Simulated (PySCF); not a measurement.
A calculated (M06-L, PySCF 2.14, x2c-TZVPall, scalar relativity by spin-free X2C-1e) atom or ion has these occupied shells.

```
shell  electrons  orbital energy (eV)  rms radius, mean of both spins (bohr)
 1s α          1             -15067.5                                 0.0464
 1s β          1             -15067.4                                 0.0464
 2s α          1              -2044.2                                  0.193
 2s β          1              -2044.1                                  0.193
 2p α          3              -1811.0                                  0.171
 2p β          3              -1810.9                                  0.171
 3s α          1              -326.59                                  0.544
 3s β          1              -326.49                                  0.544
 3p α          3              -250.58                                  0.559
 3p β          3              -250.46                                  0.559
 3d α          5              -126.01                                  0.579
 3d β          5              -125.85                                  0.579
 4s α          1              -52.086                                   1.53
 4s β          1              -50.365                                   1.53
 4p α          3              -34.809                                   1.76
 4p β          2              -33.592                                   1.76
```

Question: Name the element and its charge.

Answer: Rb²⁺ (rubidium, charge +2), in [Ar] 3d10 4s2 4p5, 2P determinant.
